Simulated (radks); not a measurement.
Tl+, 80 electrons, occupied as [Hg] (the NIST ground configuration). Calculated with a radial shooting solver on a logarithmic mesh with Libxc functionals: scalar-relativistic Kohn-Sham, r2SCAN, spin-polarised, spherical densities, finite nucleus; meta-GGA in the generalised Kohn-Sham scheme; Fermi nuclear charge, rms radius 5.4759 fm. Some entries of the table are withheld. Estimate them.

orbital,occ.,eigenvalue (hartree),<r> (bohr),<1/r> (bohr^-1)
1s,2,-3149.204,0.01632,99.39
2s,2,-562.0355,0.06875,23.35
2p,6,-483.4538,0.06235,20.59
3s,2,-134.7858,0.1774,8.666
3p,6,-112.0698,0.1792,7.858
3d,10,-88.45701,0.1625,7.372
4s,2,-30.54461,0.3916,3.717
4p,6,-23.06660,0.4172,3.350
4d,10,(1),0.4396,3.008
5s,2,-5.17660,0.8804,1.542
4f,14,-4.50694,0.4677,2.604
5p,6,-3.14000,1.010,1.317
5d,10,-0.85611,1.379,0.9541
6s,2,-0.60773,2.372,(2)

Answer. 
(1) 4d eigenvalue (hartree): -14.24729
(2) 6s <1/r> (bohr^-1): 0.5374
